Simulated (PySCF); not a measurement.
# Working out the ionisation energy of Os

Os [Xe] 4f14 5d6 6s2 (5D) → Os+ [Xe] 4f14 5d6 6s1 (6D). All numbers are calculated (PySCF 2.14, scalar relativity through the core potential, in aug-cc-pVDZ-PP with ECP60MDF (5s5p4d2f, 54 functions)). Frozen: 5s2 5p6. Energies in hartree (1 hartree = 27.21139 eV):

```json
{"part": "UHF", "Os (lower)": "-90.066686", "Os+ (upper)": "-89.825842"}
{"part": "CCSD correlation", "Os (lower)": "-0.165740", "Os+ (upper)": "-0.111251"}
{"part": "(T)", "Os (lower)": "-0.005672", "Os+ (upper)": "-0.001972"}
```

**Question.** What does Hartree-Fock give?

**Answer.** (-89.825842) − (-90.066686) = 0.240844 hartree = 6.554 eV.

**Question.** What do CCSD and CCSD(T) give?

**Answer.** The CCSD correlation energies differ by 0.054489 hartree = 1.483 eV and the triples by 0.003700 hartree = 0.101 eV, so CCSD gives 8.037 eV and CCSD(T) 8.138 eV.

Measured between the centres of the two terms (NIST): 8.473 eV, so CCSD(T) (valence) is off by -0.335 eV.

A double-zeta basis recovers only part of the correlation energy.

What remains against the reference includes basis incompleteness, the frozen core and higher excitations.
